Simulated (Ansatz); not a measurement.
`[Cl][In]([Cl])[I]` and `[Cl][Ga]([Cl])[I]` differ in one element.

Ansatz, PBE0-D4/def2-TZVP geometries, multiplicity 1. 

Elements past krypton have def2 core potentials. Scalar relativity is left out up to krypton.

| property | `[Cl][In]([Cl])[I]` |
| --- | --- |
| HOMO energy (B3LYP/def2-TZVPP) / eV | -8.04 |
| HOMO energy (ωB97M-V/def2-TZVPP) / eV | -10.43 |
| HOMO energy (PBE0/def2-TZVPP) / eV | -8.30 |
| HOMO–LUMO gap (B3LYP/def2-TZVPP) / eV | 4.82 |
| size of the dipole moment (PBE/def2-TZVPP) / D | 1.29 |
| size of the dipole moment (ωB97M-V/def2-TZVPP) / D | 1.25 |

(1) Give the same properties after the change, and the shifts. (Estimate.)

Answers

(1) Ansatz gave: 
```
                                          property  `[Cl][Ga]([Cl])[I]`  shift
               HOMO energy (B3LYP/def2-TZVPP) / eV                -8.01   0.03
             HOMO energy (ωB97M-V/def2-TZVPP) / eV               -10.41   0.02
                HOMO energy (PBE0/def2-TZVPP) / eV                -8.28   0.02
             HOMO–LUMO gap (B3LYP/def2-TZVPP) / eV                 5.54   0.72
    size of the dipole moment (PBE/def2-TZVPP) / D                 0.96  -0.33
size of the dipole moment (ωB97M-V/def2-TZVPP) / D                 0.90  -0.35
```

Dipoles are sizes alone; their direction can turn.

B3LYP here is the variant with VWN-RPA as its local correlation; programs differ in this.

Spin–orbit coupling is left out; it splits and shifts lone-pair levels of the heavy atoms by tenths of an eV.
